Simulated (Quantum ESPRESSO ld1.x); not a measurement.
The lead ion Pb3+, 79 electrons, occupied as [Xe] 4f14 5d10 7s1 (not the ground configuration). Calculated with ld1.x of Quantum ESPRESSO 7.5: scalar-relativistic Kohn-Sham, PBE, spin-unpolarised, spherical densities, point nucleus. Some entries of the table are withheld. Estimate them.

| orbital | occ. | eigenvalue (eV) | <r> (bohr) |
|---|---|---|---|
| 1s | 2 | -88173.228 | 0.01604 |
| 2s | 2 | -15798.646 | (1) |
| 2p | 6 | -13553.547 | 0.06144 |
| 3s | 2 | (2) | 0.1745 |
| 3p | 6 | -3174.961 | 0.1765 |
| 3d | 10 | (3) | 0.1599 |
| 4s | 2 | (4) | 0.3842 |
| 4p | 6 | -680.183 | 0.4099 |
| 4d | 10 | -436.329 | 0.4309 |
| 5s | 2 | -178.255 | 0.8532 |
| 4f | 14 | -167.115 | 0.4537 |
| 5p | 6 | -119.879 | (5) |
| 5d | 10 | -54.571 | 1.262 |
| 7s | 1 | -17.640 | 4.256 |

Answer. 
(1) 2s <r> (bohr): 0.06758
(2) 3s eigenvalue (eV): -3818.547
(3) 3d eigenvalue (eV): -2519.338
(4) 4s eigenvalue (eV): -891.051
(5) 5p <r> (bohr): 0.9749
